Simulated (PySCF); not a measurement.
Shapes and spin states of [WS2]-

All numbers come from PBE0/[W def2-SVPD with ECP60, S def2-SVPD], scalar-relativistic core potentials, density fitting, no spin–orbit coupling, PySCF.

Relaxations began from a few typed shapes and spin states; open shells are unrestricted. The search is not exhaustive: other isomers or separated fragments can lie lower, and high-lying points may rest on an excited occupation.

Q: Order these stationary points by electronic energy, lowest first, in kJ/mol from the lowest minimum.
A. broken-symmetry Ms = 1/2 (⟨S²⟩ 1.50) C2v: W–S 2.177 Å (×2); S–W–S 130.3°
B. doublet C2v: W–S 2.161 Å (×2); S–W–S 125.5°
C. quartet (⟨S²⟩ 4.12) Cs: S–S 2.046 Å, W–S 2.233 Å; S–S–W 107.8°
D. broken-symmetry Ms = 1/2 (⟨S²⟩ 2.26) C2v: S–S 2.096 Å, W–S 2.388 Å (×2); S–S–W 64.0° (×2), S–W–S 52.1°
E. doublet D∞h: W–S 2.204 Å (×2); S–W–S 180.0°
F. quartet C2v: W–S 2.206 Å (×2); S–W–S 140.8°
G. quartet (⟨S²⟩ 4.39) C2v: S–S 2.107 Å, W–S 2.416 Å (×2); S–S–W 64.1° (×2), S–W–S 51.7°
H. quartet D∞h: W–S 2.234 Å (×2); S–W–S 180.0°

A: F (0.0), H (10.1), A (42.0), B (66.1), E (106.4), G (331.0), C (373.4), D (393.6).

Q: Which of them are minima?

A: By energy in kJ/mol, 0.0: minimum; 10.1: saddle point, 2 imaginary modes; 42.0: minimum; 66.1: minimum; 106.4: saddle point, 2 imaginary modes; 331.0: minimum; 373.4: minimum; 393.6: minimum.

Formally W is in oxidation state +3, d3, with 3 unpaired electrons (the high-spin count). The Mulliken spin on W is 3.49. The polar-tensor charge on W, 0.80, is far below the formal one.

For the lowest minimum: with open d or f shells other occupations or spin states may lie lower. The lowest empty level of this anion is unbound, so it and the gap depend on the basis. No spin–orbit coupling is included, which matters more the heavier the element.

The electron or spin density has lower symmetry than the nuclear frame for the broken-symmetry Ms = 1/2 (⟨S²⟩ 2.26) C2v at 393.6 kJ/mol.
